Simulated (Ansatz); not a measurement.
Isomers of H$_{2}$Au$_{2}$⁻ (doublet), relaxed with PBE0-D4/def2-TZVPD; total energies from Ansatz at CCSD(T)/def2-TZVPD.

```tsv
isomer	description	energy (Eh)
A	point group D∞h; 1 × Au–Au 2.78 Å; 2 × Au–H 1.62 Å	-271.65887
B	point group not assigned; 3 × Au–H 1.62 to 1.76 Å	-271.66489
```

In the def2 sets Au takes a core potential; there is no spin–orbit coupling. Correlated methods freeze no core orbitals; core or outer-core shells of Au are correlated, in sets that lack core-valence functions.

The isomers come from a short search, and lower ones may exist.

Task: Work out the relative energies (1 Eh = 2625.5 kJ/mol) and the Boltzmann populations at 298 K from electronic energies alone (R = 8.314 J/mol/K).

Result: ΔE: A 15.8, B 0.0 kJ/mol. RT = 2.48 kJ/mol. Factors exp(−ΔE/RT): A 0.00171, B 1; sum 1.002. Populations: A 0.2 %, B 99.8 %. Zero-point energy, vibrational entropy and symmetry numbers are left out and can shift these; an error of 4 kJ/mol changes a ratio by a factor of 5.0. Over the other density-functional and correlated levels in def2 sets, the gap between B and A ranges from 7 to 16 kJ/mol.
